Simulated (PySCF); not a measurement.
## SbF and its ions

UHF-CCSD(T); Sb def2-TZVPPD with ECP28, F def2-TZVPPD; scalar-relativistic core potentials (PySCF 2.14). Neutral (UHF): triplet (π ↑↑), Re = 1.925 Å, ωe = 606 cm⁻¹, De = 3.94 eV.

SbF⁺ (UHF): doublet (π ↑), Re = 1.851 Å, ωe = 720 cm⁻¹, De = 4.18 eV to Sb⁺ + F. The energies at the minima are -339.33441 hartree for SbF and -339.01034 for SbF⁺.

**Question.** Work out the adiabatic ionisation energy, without and with harmonic zero-point energies (1 hartree = 27.2114 eV, 1 eV = 8065.5 cm⁻¹), and the change of the bond length.

**Answer.** At UHF-CCSD(T): 0.32407 hartree = 8.818 eV between the minima; the zero-point term (720.0 − 606.0)/2 cm⁻¹ = +0.007 eV makes it 8.825 eV. Re changes by -7.4 pm against the neutral. The electron leaves a π orbital, and the shorter bond of the ion fits an antibonding orbital, or a change in how ionic the bond is.

SbF⁻ (UHF): doublet (π ↑), Re = 2.018 Å, ωe = 481 cm⁻¹, De = 1.62 eV to Sb + F⁻. The energies at the minima are -339.33441 hartree for SbF and -339.36874 for SbF⁻.

**Question.** Work out the adiabatic electron affinity, without and with harmonic zero-point energies (1 hartree = 27.2114 eV, 1 eV = 8065.5 cm⁻¹), and the change of the bond length.

**Answer.** At UHF-CCSD(T): 0.03433 hartree = 0.934 eV between the minima; the zero-point term (606.0 − 481.0)/2 cm⁻¹ = +0.008 eV makes it 0.942 eV. Re changes by +9.3 pm against the neutral. The electron enters a π orbital, and the longer bond of the ion fits an antibonding orbital, or a change in how ionic the bond is.

Correlated steps freeze 5 core orbitals. Spin–orbit coupling is left out, which matters for elements this heavy, above all for dissociation energies. For an ion De counts to the pair picked by the measured ionisation energies or electron affinities, which need not be the lowest pair at this level. States were picked by a PBE0 search and need not be the measured ground states.
